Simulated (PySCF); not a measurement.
C3H7O, SMILES [CH2]C(C)O, multiplicity 2.

Geometry optimised at PBE0-D3(BJ)/def2-SVP. The isomer is the one that the SMILES or the coordinates give; other isomers of the formula were not compared. Other conformers were not sampled.

Computed with TDA-M06-2X/def2-SVPD (PySCF).

Vertical excitations. Isolated molecule, no solvent.

```
state    energy (eV)  λ (nm)      f                                                                     main pairs
-------  -----------  ------  -----  -----------------------------------------------------------------------------
root 1          4.94     251  0.004                                                               β HOMO→LUMO 84 %
root 2          5.80     214  0.033                                                               α HOMO→LUMO 83 %
root 3          6.00     206  0.005                                         β HOMO−1→LUMO 70 %, β HOMO−2→LUMO 11 %
root 4          6.30     197  0.002                     β HOMO−2→LUMO 59 %, β HOMO−4→LUMO 12 %, β HOMO−1→LUMO 11 %
root 5          6.81     182  0.014                                         α HOMO→LUMO+2 55 %, α HOMO→LUMO+1 20 %
root 6          6.96     178  0.027                                         α HOMO→LUMO+1 59 %, α HOMO→LUMO+3 24 %
root 7          7.21     172  0.006                     α HOMO→LUMO+3 53 %, α HOMO→LUMO+2 13 %, α HOMO→LUMO+5 12 %
root 8          7.49     165  0.000  β HOMO→LUMO+1 42 %, β HOMO→LUMO+3 16 %, β HOMO−3→LUMO 10 %, β HOMO−5→LUMO 7 %
root 9          7.60     163  0.009   α HOMO→LUMO+5 34 %, α HOMO→LUMO+4 18 %, α HOMO→LUMO+3 9 %, α HOMO→LUMO+6 7 %
root 10         7.84     158  0.018                    α HOMO−1→LUMO 50 %, α HOMO−1→LUMO+1 19 %, β HOMO−3→LUMO 7 %
```
Unrestricted roots are not spin-pure.
